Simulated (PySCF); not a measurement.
An unknown shows these calculated signals:

1H NMR (300 MHz, computed): δ 2.03 (m, 2H), 1.50 (m, 2H), 1.04 (m, 6H).

13C{1H} NMR (computed): δ 136.2 (C), 35.8 (CH2), 32.7 (CH2), 18.0 (CH3).

- geometry from GFN2-xTB
- shieldings: GIAO PBE0/pcSseg-1
- code: PySCF 2.14.0 with density-fitted response routines
- no solvent, non-relativistic Hamiltonian, averaged over atoms made equivalent by symmetry, fast rotation or ring inversion, single conformer

References, each an isolated molecule treated in the same way: 1H, 13C vs TMS.

Which of these does the molecule contain: a CF3 group, a heteroaromatic ring, an aldehyde, a methoxy group?

Results:


- A CF3 group: yes (δC 136.2).
- A heteroaromatic ring: no.
- An aldehyde: no.
- A methoxy group: no.

The data belong to `CP(C)CCC(F)(F)F`, C$_{5}$H$_{10}$F$_{3}$P; they needn't prove each group on their own.

Carbon signals by region: 1 in the sp2 and nitrile region (100–160 ppm), 3 below 50 ppm.

Splittings by 19F and 31P in the carbon and heteronuclear signals aren't shown, as no couplings were computed. Shifts are as computed. Against solution values, carbons near 30 ppm lie about +3 ppm off and those near 130 ppm about +5 ppm. Of 1211 compounds with measured shifts, 218 miss one by over three times the rms of a fit or turn the order of signals round; such compounds aren't used in these exercises. Multiplicities follow the n + 1 count of equivalent neighbours, as no J values were calculated; m marks all less simple cases, F and P coupling included.
